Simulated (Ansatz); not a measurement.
Total energies of CH3BrSSn (`C[S][Sn][Br]`).

Z-matrix (Å, degrees):
```
C
S 1 1.811
H 1 1.089 2 111.3
H 1 1.090 2 108.4 3 -120.7
H 1 1.090 2 108.3 3 120.7
Sn 2 2.410 1 111.1 3 1.4
Br 6 2.541 2 100.4 1 -0.1
```

Charge 0, multiplicity 1. Correlated methods include outer-core shells of Br, Sn, which these sets cover unevenly. Scalar relativity is left out up to krypton. Sn: def2 effective core potential. The geometry is a stationary point of PBE0-D4/def2-TZVP. It is one conformer, not always the lowest. Basis def2-TZVPP, Ansatz.

RPA on PBE orbitals: Hartree–Fock energy of these orbitals -3222.97689 Eh, correlation -1.41627 Eh (frozen core).

```
functional  energy without D4 (Eh)  D4 term (kJ/mol)
    revPBE             -3226.43063             -53.7
      BLYP             -3226.64141             -46.9
      PBE0             -3226.20756             -19.1
   r2SCAN0             -3226.66194              -6.2
     BHLYP             -3226.57857             -34.6
   LC-ωPBE             -3226.20961                 –
   ωB97X-V             -3226.35380                 –
   ωB97M-V             -3226.44861                 –
    B2PLYP             -3225.93105                 –
  PBE-QIDH             -3225.60602                 –
```

Task: Give the same for LDA (SPW92), PBE, r2SCAN, B97M-V, B3LYP, r2SCANh, HSE06 (plane-wave form), CAM-B3LYP. (An estimate is asked.)

Result: Ansatz gave: 
```
             functional  energy without D4 (Eh)  D4 term (kJ/mol)
            LDA (SPW92)             -3221.04943                 –
                    PBE             -3226.07548             -22.2
                 r2SCAN             -3226.70198              -4.9
                 B97M-V             -3226.12220                 –
                  B3LYP             -3226.80987             -36.7
                r2SCANh             -3226.68540              -5.5
HSE06 (plane-wave form)             -3226.20109             -18.3
              CAM-B3LYP             -3226.77810             -20.1
```

B3LYP takes the VWN-RPA correlation (the form of Gaussian; ORCA's B3LYP/G). HSE06 is the plane-wave form, built on full-range PBE exchange. The double hybrids freeze the cores in their second-order part.

LC-ωPBE has ω = 0.4 bohr⁻¹.
